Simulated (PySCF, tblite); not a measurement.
Isomers of C4H7N3OSi, one GFN2-xTB conformer each. Single-point energies are computed at PBE0/pcSseg-1 (PySCF, gas phase, no added dispersion term), electronic only.

```tsv
SMILES	GFN2-xTB relative energy (kJ/mol)
CC(=O)c1n[nH]nc1[SiH3]	0.0
C=N[Si@](N)(C=O)CC#N	165.6
O=C[SiH2]Cc1ncn[nH]1	40.8
```

Conformers: `[CH3:1][C:2](=[O:3])[c:4]1[n:5][nH:6][n:7][c:8]1[SiH3:9]` with C1–C2–C4–N5 0°; `[CH2:1]=[N:2][Si@:3]([NH2:4])([CH:5]=[O:6])[CH2:7][C:8]#[N:9]` with C1–N2–Si3–N4 133°, N2–Si3–N4–H 75° and -64°, N2–Si3–C5–O6 -38°, N2–Si3–C7–C8 -78°; `[O:1]=[CH:2][SiH2:3][CH2:4][c:5]1[n:6][cH:7][n:8][nH:9]1` with O1–C2–Si3–C4 6°, C2–Si3–C4–C5 -69°, Si3–C4–C5–N6 -105°.

Q: What does PBE0/pcSseg-1 give for the same structures?

A: 
```json
{"SMILES": "C=N[Si@](N)(C=O)CC#N", "PBE0/pcSseg-1 E (Eh)": "-684.97587", "PBE0/pcSseg-1 (kJ/mol)": "0.0", "GFN2-xTB (kJ/mol)": "165.6", "point group": "C1"}
{"SMILES": "O=C[SiH2]Cc1ncn[nH]1", "PBE0/pcSseg-1 E (Eh)": "-684.96160", "PBE0/pcSseg-1 (kJ/mol)": "37.5", "GFN2-xTB (kJ/mol)": "40.8", "point group": "C1"}
{"SMILES": "CC(=O)c1n[nH]nc1[SiH3]", "PBE0/pcSseg-1 E (Eh)": "-684.95531", "PBE0/pcSseg-1 (kJ/mol)": "54.0", "GFN2-xTB (kJ/mol)": "0.0", "point group": "Cs"}
```

GFN2-xTB puts CC(=O)c1n[nH]nc1[SiH3] lowest instead; measured from each level's own lowest isomer, the values differ by up to 165.6 kJ/mol (C=N[Si@](N)(C=O)CC#N: 165.6 against 0.0). As drawn, the lowest has a C≡N group and a C=N bond, which the highest lacks; the highest has an aromatic ring and an N–N linkage, which the lowest lacks.

Q: Which frontier levels, dipoles and rotational constants go with these structures?

A: 
```
                SMILES  HOMO (eV, PBE0/pcSseg-1)  LUMO (eV)  dipole (D)       A, B, C (MHz)
  C=N[Si@](N)(C=O)CC#N                     -6.80      -1.96        3.09  2044, 937.6, 840.7
  O=C[SiH2]Cc1ncn[nH]1                     -7.25      -2.01        4.20  2614, 997.8, 792.8
CC(=O)c1n[nH]nc1[SiH3]                     -7.81      -1.75        3.10   1733, 1515, 820.5
```

Q: What happens when harmonic zero-point energies from GFN2-xTB frequencies are added?

A: 
```tsv
SMILES	ZPE (kJ/mol)	electronic (kJ/mol)	with ZPE (kJ/mol)
C=N[Si@](N)(C=O)CC#N	285.8	0.0	0.0
O=C[SiH2]Cc1ncn[nH]1	288.0	37.5	39.6
CC(=O)c1n[nH]nc1[SiH3]	284.6	54.0	52.8
```

The zero-point energies span 3.4 kJ/mol. The order is unchanged.
